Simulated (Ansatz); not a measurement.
`[CH3][In]([CH3])[OH]` + HCl → `[CH3][In]([OH])[Cl]` + CH₄  (ligand exchange at the In–C bond)

Program: Ansatz. Geometries: PBE0-D4/def2-TZVP. ΔE: electronic, gas phase. CCSD(T)/CBS adds triple-zeta CCSD(T) − MP2 to the extrapolated MP2 energy (def2 sets, frozen cores). This one scheme is used for every species. Elements past krypton have def2 core potentials. For In outer-core shells are correlated without core-valence functions, which leaves a few kJ/mol of doubt a bond. Each species was taken in one conformer, which may not be the lowest.

```tsv
species	CCSD(T)/CBS(def2) energy (Eh)
`[CH3][In]([CH3])[OH]`	-345.32678
HCl	-460.38127
`[CH3][In]([OH])[Cl]`	-765.30086
CH₄	-40.46206
```

Q: Work out ΔE.

A: ΔE = (-765.30086) + (-40.46206) − (-345.32678) − (-460.38127) = -0.05487 Eh = -144.1 kJ/mol.

Largest T1 diagnostic among the species: 0.014.

Leaving LDA and LC-ωPBE aside and taking each functional with its dispersion term where it has one, the values, not all of them listed here, spread over 16.2 kJ/mol, from B97M-V to PBE-D4. LDA lies +9.2 kJ/mol from PBE without D4. At CCSD(T), def2-SVP lies −10.3 kJ/mol from the extrapolated value and def2-TZVPP +3.7 kJ/mol. From BLYP to BHLYP (50 % exact exchange), in def2-TZVPP and without D4, ΔE moves by −9.9 kJ/mol.
